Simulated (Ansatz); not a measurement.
**Heat of formation of InCl (SMILES [Cl][In]) from total energies**

InCl: 2 atoms, total charge 0, spin state singlet. SMILES: `[Cl][In]`. The coordinates come from a PBE0-D4/def2-TZVP relaxation.

```xyz
2

Cl    0.0000    0.0000   -0.0139
In    0.0000    0.0000    2.3996
```

Total energies at PBE0/x2c-SVPall (sfX2C) (Ansatz 0.2.0); the atoms run unrestricted:

```tsv
species	state	energy (Eh)
InCl	singlet	-6341.456697
Cl	doublet	-461.241012
In	doublet	-5880.047297
```

Harmonic wavenumbers at PBE0-D4/def2-TZVP, in cm⁻¹: 312.

Measured heats of formation of the gaseous atoms at 298.15 K, in kJ/mol: Cl 121.3, In 243.3. Spin-orbit lowering of the atoms at 298 K (mean of the ground term's levels less their thermal mean, from spectra), in kJ/mol: Cl 3.44, In 17.64. Take 1 Eh = 2625.50 kJ/mol, 1 cm⁻¹ = 0.0119627 kJ/mol, RT = 2.479 kJ/mol.

Task: What heat of formation follows?

Result: 
1. Electronic atomisation energy: (-461.241012) + (-5880.047297) − (-6341.456697) = 0.168388 Eh = 442.1 kJ/mol.
2. Zero-point energy: half the sum of the wavenumbers, 156 cm⁻¹ = 1.9 kJ/mol.
3. Thermal vibrational enthalpy, Σ hcν̃/(exp(hcν̃/kT) − 1): 1.1 kJ/mol. Translation, rotation and pV of a linear molecule: 3.5 RT = 8.7 kJ/mol.
4. The 2 free atoms carry 5/2 RT each: 12.4 kJ/mol.
5. Spin-orbit coupling lowers the free atoms by 3.44 + 17.64 = 21.1 kJ/mol.
6. Atomisation enthalpy at 298 K: 442.1 − 21.1 − 1.9 − 1.1 − 8.7 + 12.4 = 421.7 kJ/mol.
7. Sum of the atoms' heats of formation: 364.6 kJ/mol. Heat of formation: 364.6 − 421.7 = -57.1 kJ/mol.

No measured value is set beside it here. Anharmonicity and any spin-orbit splitting of the molecule are left out.
